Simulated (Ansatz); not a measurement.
Ansatz (a first-principles code) input for C3H7B, SMILES C=CBC, CAM-B3LYP/def2-SVPD. Coordinates come from a B3LYP-D3(BJ)/def2-SVP optimisation. This is a generated structure with no PubChem entry under its InChIKey; it may be hypothetical. One conformer was computed; it need not be the lowest.

Ansatz 0.2 input:
```yaml
crystal:
  periodic: [false, false, false]
  atoms:
    - {symbol: B, position_ang: [-0.74781122, 0.62845072, -0.00000000]}
    - {symbol: H, position_ang: [-1.87251709, 1.08419006, 0.00000000]}
    - {symbol: C, position_ang: [0.44191524, 1.64920539, 0.00000000]}
    - {symbol: H, position_ang: [1.45714564, 1.22460695, 0.00000000]}
    - {symbol: H, position_ang: [0.34409105, 2.31913287, 0.87484065]}
    - {symbol: H, position_ang: [0.34409104, 2.31913288, -0.87484065]}
    - {symbol: C, position_ang: [-0.59022575, -0.91948912, 0.00000000]}
    - {symbol: C, position_ang: [0.60096520, -1.54772617, 0.00000000]}
    - {symbol: H, position_ang: [-1.48697987, -1.55297057, 0.00000000]}
    - {symbol: H, position_ang: [0.69435906, -2.63998088, -0.00000001]}
    - {symbol: H, position_ang: [1.54293809, -0.98830552, -0.00000000]}
basis:
  gaussian:
    orbitals: def2-SVPD
hamiltonian:
  xc: {name: CAM-B3LYP}
```

Log of the run:

```
WARN ansatz: RAYON_NUM_THREADS=1 ignored (pool sized by the plan → 1); use --threads N
Functional definition: CAM-B3LYP
integrals: 0.06 GiB planned
1114 factors; their error is unknown
integrals: 0.09 GiB planned
491 factors; integrals over basis functions are off by at most 9.7e-6 eV
mean field: 0.65 GiB planned
mean field evaluation 1: about -3890.6483 eV, gradient 4.5e1 eV
mean field evaluation 2: about -3892.0448 eV, gradient 3.7e1 eV
mean field evaluation 4: about -3895.5663 eV, gradient 1.6e0 eV
mean field evaluation 8: about -3895.5721 eV, gradient 4.0e-2 eV
mean field evaluation 16: about -3895.5380 eV, gradient 8.1e-5 eV
mean field -3895.53799353 eV, -143.1583807719 hartree, gradient 8.1e-5 eV, S^2 0.000000; 0 other end points of the search recorded, 0 dependent functions left out
reference -3895.53812556 eV, -143.1583856238 hartree; 15, 15 occupied and 121, 121 virtual orbitals, 1114 factors
Total energy: -3895.53812556 eV, -143.1583856238 hartree
```

Self-consistency was reached.

Cost: about 2.9 core-seconds (a rough figure).
